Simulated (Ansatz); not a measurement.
Cartesian coordinates (Å):
SMILES: B=C=BC
```xyz
8

B      2.5945    -0.3113    -0.0617
C      1.2630    -0.1454    -0.0161
B     -0.0822     0.0150     0.0236
C     -1.5921     0.1914     0.0674
H      3.7539    -0.4573    -0.1019
H     -1.9420     0.7723    -0.7877
H     -1.8988     0.7119     0.9764
H     -2.0963    -0.7765     0.0462
```
Charge 0, spin multiplicity 1.

Computed with Ansatz (an electronic-structure program) with frozen-core CCSD(T)/cc-pVTZ // CAM-B3LYP-D3(BJ)/def2-TZVP.

```
Property                       Result
----------------------  -------------
HF energy               -127.40771 Ha
MP2 correlation energy    -0.50813 Ha
```

Estimate the CCSD correlation energy, the (T) correction, the total energy and the T1 diagnostic.


* **CCSD correlation energy**: -0.53406 Ha
* **(T) correction**: -0.02915 Ha
* **CCSD(T) total energy**: -127.97093 Ha
* **T1 diagnostic**: 0.015
